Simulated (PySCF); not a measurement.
PySCF input for CCl3, SMILES Cl[C-](Cl)Cl, charge -1, r2SCAN-D4/def2-SVPD. The structure is a stationary point at r2SCAN-D4/def2-SVPD.

```python
import numpy as np
from pyscf import gto, scf, dft, df
from pyscf.hessian import thermo

mol = gto.M(
    atom='''
    C     0.00000000    0.00000000   -0.74379425
    Cl    1.50030369   -0.86620074    0.08750521
    Cl   -0.00000000    1.73240148    0.08750521
    Cl   -1.50030369   -0.86620074    0.08750521
    ''',
    basis='def2-SVPD',
    charge=-1,
    spin=0,
    max_memory=1600,
    verbose=3,
)
mf = dft.RKS(mol, xc='r2scan').density_fit(auxbasis='def2-universal-jkfit')
mf.disp = 'd4'
mf.grids.level = 4
mf.conv_tol = 1e-11
mf.max_cycle = 100
mf.kernel()

# [left out here: the lines that compute and print the analytic Hessian (its translational invariance restored by hand, since the grid's response is missing), thermochemistry and intensities]
```

It prints:

```
converged SCF energy = -1418.16370947867

WARN: MGGA Hessian is sensitive to dft grids. grids.level 4 may not be dense enough.


WARN: DFTD4 does not support analytical Hessian, using finite difference.


WARN: Mole.unit (angstrom) is changed to Bohr

Mode                                 0                   1                   2
Irrep
Freq [cm^-1]                      206.4779            206.4834            278.8679
Reduced mass [au]                  35.2883             35.2874             33.7501
Force const [Dyne/A]                0.8864              0.8864              1.5464
Char temp [K]                     297.0757            297.0836            401.2288
Normal mode                   x     y     z       x     y     z       x     y     z
       0   C                -0.00 -0.01 -0.00   -0.01  0.00  0.00    0.00  0.00 -0.05
       1  Cl                 0.08  0.05 -0.00   -0.05  0.08  0.00   -0.08  0.05  0.01
       2  Cl                 0.00 -0.10  0.00    0.10  0.00 -0.00    0.00 -0.10  0.01
       3  Cl                -0.08  0.05 -0.00   -0.05 -0.08 -0.00    0.08  0.05  0.01
Mode                                 3                   4                   5
Irrep
Freq [cm^-1]                      450.9368            450.9788            559.0537
Reduced mass [au]                  13.2745             13.2743             13.1147
Force const [Dyne/A]                1.5904              1.5907              2.4150
Char temp [K]                     648.7976            648.8581            804.3538
Normal mode                   x     y     z       x     y     z       x     y     z
       0   C                -0.27  0.00 -0.00    0.00  0.27 -0.00    0.00 -0.00 -0.27
       1  Cl                 0.03 -0.00  0.03    0.00 -0.03  0.01    0.01 -0.01  0.03
       2  Cl                 0.03 -0.00 -0.00   -0.00 -0.04 -0.03   -0.00  0.02  0.03
       3  Cl                 0.03  0.00 -0.03   -0.00 -0.03  0.01   -0.01 -0.01  0.03
temperature 298.1500 [K]
pressure 101325.00 [Pa]
Rotational constants [GHz] 3.02536 3.02536 1.58337
Symmetry number 3
Zero-point energy (ZPE) 0.00490 [Eh]   12876.594 [J/mol]
                           tot       elec      trans        rot        vib
Entropy [J/mol/K]       306.836      0.000    168.282    105.913     32.640
Cv [J/mol/K]             63.484      0.000     12.472     12.472     38.540
Cp [J/mol/K]             71.798      0.000     20.786     12.472     38.540
Internal energy [J/mol]                      3718.434   3718.434  18806.244
Internal energy [Eh]   -1418.15371  -1418.16371
Enthalpy [J/mol]                             6197.391   3718.434  18806.244
Enthalpy [Eh]          -1418.15277
Gibbs free energy [J/mol]                  -43976.012 -27859.520   9074.526
Gibbs free energy [Eh] -1418.18761
static polarisability / bohr^3: [[ 8.5306e+01 -0.0000e+00  0.0000e+00]
 [-0.0000e+00  8.5306e+01  2.5000e-02]
 [-0.0000e+00  0.0000e+00  5.8765e+01]]
largest difference of analytic and finite-field dipole derivatives / e: 0.0015904752405637712
mode   freq/cm-1   IR/(km/mol)   Raman/(A^4/amu)   depolarisation
   1      206.48        17.163             6.910            0.750
   2      206.48        17.148             6.939            0.750
   3      278.87         2.932            17.537            0.143
   4      450.94       215.919             5.951            0.750
   5      450.98       215.915             5.905            0.750
   6      559.05         1.830             1.795            0.011
max |gradient| / (hartree/bohr): 0.0005669093660494775
APT charges: [ 0.9196 -0.6444 -0.6443 -0.6444]
```

The run converged.
